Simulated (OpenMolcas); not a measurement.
Mo5+: moving or changing the point charges

Mo5+ among 6 point charges of -1.7 e arranged as a tetragonal octahedron (D4h), 1.85 Å from the ion, with the axial distance 2.035 Å.

```json
{"Program": "OpenMolcas 26.06", "Method": "SS-CASPT2, IPEA 0.25 Eh, imaginary shift 0.1 Eh (closed shells correlated: 4s 4p)", "Basis": "ANO-RCC-VDZP [6s5p3d1f]", "Scalar Hamiltonian": "DKH2, point nucleus", "Active space": "1 electron in 5 orbitals (4d)", "State averaging": "2S+1 = 2 even, 5 roots", "Spin-orbit coupling": "RASSI with atomic mean-field integrals over the reference wave functions"}
```

Runs around this geometry, states (labels of D4, the rotations of D4h). Energies in cm-1 above the lowest state or level, χT in cm3 K/mol.

| R (Å) | q (e) | Axial / equatorial distance | Ground state | First state of that spin | First gap with spin-orbit (degeneracies) | χT at 300 K |
| --- | --- | --- | --- | --- | --- | --- |
| 1.85 | -1.7 | 1.01 | 2E | 2B2 330 | 210 (2, 2) | 0.115 |
| 1.85 | -1.36 | 1.1 | 2E | 2B2 2310 | 880 (2, 2) | 0.112 |
| 1.77 | -1.7 | 1.1 | 2E | 2B2 3200 | 900 (2, 2) | 0.103 |
| 1.85 | -1.7 | 1.1 | 2E | 2B2 2910 | 910 (2, 2) | 0.105 |
| 2.01 | -1.7 | 1.1 | 2E | 2B2 2410 | 920 (2, 2) | 0.118 |

Taking the first state of the same spin as R^-n, n = -ln(2410 / 3200) / ln(2.01 / 1.77) = 2.2 between the shortest and longest distance.

Scaling the charges by -1.36 / -1.7 = 0.80 scales the first state of the same spin by 2310 / 2910 = 0.79; with fixed orbitals a first-order splitting would follow the charge.

An orbital doublet at a regular site is open to a Jahn-Teller distortion, which this geometry leaves out. Free-ion shares, where given, are those of the reference states; single-state CASPT2 does not remix them. This is an electrostatic model: the charges have no orbitals. No measured value stands beside these numbers.
